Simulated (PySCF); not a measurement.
**Orbital energies and ionisation energy**

C3H8BNO3.
Z-matrix (Å and degrees, PBE0-D3(BJ)/def2-SVP geometry), rows numbered from 1:
```
C 
O   1  1.4071
B   2  1.3432  1  132.71
N   3  1.4658  2  130.63  1     1.33
C   4  1.3638  3  136.22  2     3.72
O   5  1.2076  4  127.67  3    -1.63
O   3  1.3654  2  118.57  1  -178.19
C   7  1.4031  3  121.26  2     0.50
H   1  1.1014  2  108.77  3   118.59
H   1  1.1011  2  108.58  3  -124.22
H   1  1.0977  2  112.09  3    -2.90
H   4  1.0158  3  110.87  2  -178.58
H   5  1.1174  4  111.49  3   178.17
H   8  1.0996  7  108.26  3   161.98
H   8  1.1031  7  111.18  3   -79.02
H   8  1.1013  7  111.86  3    41.65
```

Level: CAM-B3LYP/def2-SVPD (PySCF). Frontier orbitals with their largest atomic shares (Löwdin; up to four atoms above 4 %):

```
orbital  ε (eV)                            main atoms
 HOMO−3  -10.65    O2 47 %, C1 17 %, H11 10 %, B3 6 %
 HOMO−2   -9.90     O2 36 %, O7 21 %, C1 11 %, H9 5 %
 HOMO−1   -9.53     N4 35 %, O6 22 %, O7 19 %, C5 8 %
   HOMO   -9.24                                     ?
   LUMO    0.74      B3 47 %, C5 9 %, H12 9 %, O7 6 %
 LUMO+1    0.87     C5 34 %, O6 23 %, N4 14 %, B3 9 %
 LUMO+2    1.57  H13 14 %, C5 13 %, C8 12 %, H12 10 %
```

Question: What vertical ionisation energy does ΔSCF give, and how far is −ε(HOMO) from it?

Answer: ΔSCF: 10.09 eV (974 kJ/mol; threshold wavelength 123 nm); ⟨S²⟩ of the doublet left behind is 0.757, against 0.75 for a pure doublet. −ε(HOMO) is 9.24 eV, 0.85 eV below it. For the exact functional −ε(HOMO) would equal the first vertical ionisation energy; CAM-B3LYP (range-separated hybrid) falls short of its own ΔSCF value by 8 %.

Question: On which atoms does the HOMO lie?

Answer: O6 (amide oxygen) 62 %, C5 (amide carbonyl carbon) 12 %, H13 (formyl hydrogen) 7 %, N4 (amide nitrogen) 6 %, so more than half of it is on one atom. The HOMO−1 lies 0.29 eV lower.

Question: Shift the occupied levels rigidly so that −ε(HOMO) equals the ΔSCF value. What binding energies result?

Answer: The shift is +0.85 eV: HOMO 10.09, HOMO−1 10.38, HOMO−2 10.75, HOMO−3 11.50 eV. A rigid shift is only a rough guide to the deeper ionisations.

Question: What total energies stand behind the ΔSCF value?

Answer: E(N) = -424.07966 Eh and E(N − 1) = -423.70885 Eh at the same geometry, 0.37081 Eh apart.

Question: What kinetic energy would electrons from this vertical process carry with He I light (21.218 eV)?

Answer: 21.22 − 10.09 = 11.13 eV.

Isolated species at its PBE0-D3(BJ)/def2-SVP geometry (one conformer only).
